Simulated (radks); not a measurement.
Results of a calculation; reference values are marked as such.
Ru3+, configuration [Kr] 4d4 5p1 (not the ground configuration).

Level of theory: scalar-relativistic Kohn-Sham, PBE, spin-polarised, spherical densities, finite nucleus; open shells are filled with parallel spins first (spin-orbit coupling, left out, can overturn this in heavy ions); Fermi nuclear charge, rms radius 4.4809 fm (a radial shooting solver on a logarithmic mesh with Libxc functionals).

Energy parts (eV):
| part | energy |
|---|---|
| total | -123217.559 |
| kinetic | 127420.538 |
| electron-nucleus | -295567.967 |
| Hartree | 48525.519 |
| exchange-correlation | -3595.650 |

Orbitals (lengths in bohr, moments of r in powers of bohr):
orbital  occ.  eigenvalue (eV)   <1/r>
1s up       1        -21978.57   45.87
1s down     1        -21978.55   45.87
2s up       1        -3196.814   10.37
2s down     1        -3196.105   10.37
2p up       3        -2867.483   10.05
2p down     3        -2866.936   10.06
3s up       1        -597.6296   3.596
3s down     1        -597.2496   3.595
3p up       3        -489.4519   3.424
3p down     3        -489.0168   3.423
3d up       5        -315.5276   3.196
3d down     5        -314.8593   3.196
4s up       1        -118.3633   1.359
4s down     1        -114.9221   1.369
4p up       3         -87.8232   1.225
4p down     3         -84.1681   1.233
4d up       4         -43.6282  0.9486
4d down     0         -39.8101  0.9490
5p up       1         -24.8757  0.4627

The highest occupied level is 5p up at -24.876 eV. The configuration is held as typed, so some empty levels lie below it. The spin density at the nucleus is -4.011 e/bohr^3 (1s -0.134, 2s -1.297, 3s 0.628, 4s -3.208). Spin moment in Bohr magnetons: 5.
